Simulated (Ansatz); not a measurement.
Cost and result for the atomization energy of B2H5NSi, SMILES `B1NB[SiH2]1` (9 atoms, 9 bonds).

Cartesian coordinates in Å:
```
B 1.1697 0.1376 0.0807
N 0.2063 0.5736 1.0427
B -0.9959 -0.0800 0.6289
Si -0.2724 -0.3974 -1.2341
H 2.3455 0.1005 0.2927
H 0.3932 0.9908 1.9465
H -1.9025 -0.3264 1.3680
H -0.3227 -1.7006 -1.9499
H -0.6212 0.7018 -2.1755
```

Charge 0, multiplicity 1. The geometry is a stationary point of PBE0-D4/def2-TZVP. Program: Ansatz. All runs use 2 threads of an Arm Neoverse V1 on a shared host. Times are those of one run each, without the atoms' runs, and a repeat can differ threefold. Electronic energies, without spin–orbit coupling; frozen cores. CCSD(T)/CBS adds CCSD(T) − MP2 in def2-TZVPP to the MP2 limit, and its time is that of the two runs behind it. T1 = 0.014.

CCSD(T)/CBS is a level of theory with its own doubt, some kJ/mol a heavy atom from the limit and from the frozen cores, so smaller differences don't rank the functionals.

```json
{"level": "CCSD(T)/def2-SVP", "functions": "85", "wall time": "1.6 s", "atomization (kcal/mol)": "717.9", "difference from CCSD(T)/CBS": "-37.8", "per bond": "-4.2"}
{"level": "revPBE-D4/def2-TZVPP", "functions": "205", "wall time": "2.6 s", "atomization (kcal/mol)": "756.7", "difference from CCSD(T)/CBS": "1.0", "per bond": "0.1"}
{"level": "BLYP-D4/def2-TZVPP", "functions": "205", "wall time": "3 s", "atomization (kcal/mol)": "760.2", "difference from CCSD(T)/CBS": "4.5", "per bond": "0.5"}
{"level": "PBE-D4/def2-TZVPP (with forces)", "functions": "205", "wall time": "3.2 s", "atomization (kcal/mol)": "774.2", "difference from CCSD(T)/CBS": "18.5", "per bond": "2.1"}
{"level": "PBE0-D4/def2-TZVPP", "functions": "205", "wall time": "3.4 s", "atomization (kcal/mol)": "764.8", "difference from CCSD(T)/CBS": "9.1", "per bond": "1.0"}
{"level": "BHLYP-D4/def2-TZVPP", "functions": "205", "wall time": "3.5 s", "atomization (kcal/mol)": "748.1", "difference from CCSD(T)/CBS": "-7.6", "per bond": "-0.8"}
{"level": "CAM-B3LYP-D4/def2-TZVPP", "functions": "205", "wall time": "3.9 s", "atomization (kcal/mol)": "767.0", "difference from CCSD(T)/CBS": "11.3", "per bond": "1.3"}
{"level": "r2SCAN-D4/def2-TZVPP (with forces)", "functions": "205", "wall time": "6 s", "atomization (kcal/mol)": "764.7", "difference from CCSD(T)/CBS": "9.0", "per bond": "1.0"}
{"level": "r2SCANh-D4/def2-TZVPP", "functions": "205", "wall time": "6 s", "atomization (kcal/mol)": "761.0", "difference from CCSD(T)/CBS": "5.3", "per bond": "0.6"}
{"level": "ωB97X-V/def2-TZVPP", "functions": "205", "wall time": "10 s", "atomization (kcal/mol)": "766.3", "difference from CCSD(T)/CBS": "10.6", "per bond": "1.2"}
{"level": "MP2/def2-QZVPP", "functions": "391", "wall time": "22 s", "atomization (kcal/mol)": "757.8", "difference from CCSD(T)/CBS": "2.1", "per bond": "0.2"}
{"level": "CCSD(T)/def2-TZVPP", "functions": "205", "wall time": "25 s", "atomization (kcal/mol)": "736.2", "difference from CCSD(T)/CBS": "-19.5", "per bond": "-2.2"}
{"level": "CCSD(T)/CBS(def2)", "functions": "–", "wall time": "47 s", "atomization (kcal/mol)": "755.7", "difference from CCSD(T)/CBS": "0.0", "per bond": "0.0"}
```

From PBE to PBE0 (25 % exact exchange), in def2-TZVPP and without D4, the atomization energy moves by −8.8 kcal/mol: exact exchange takes away binding that semilocal exchange gives to molecules. In def2-TZVPP, CCSD(T) changes the Hartree–Fock value by +167.6 kcal/mol (the triples alone add +10.7 kcal/mol) and MP2 by +177.6 kcal/mol; breaking electron pairs costs correlation energy, which Hartree–Fock lacks. At CCSD(T), def2-SVP lies −37.8 kcal/mol from the extrapolated value and def2-TZVPP −19.5 kcal/mol: correlation converges slowly with the basis, and small sets miss more of it in the bonded molecule than in its fragments.
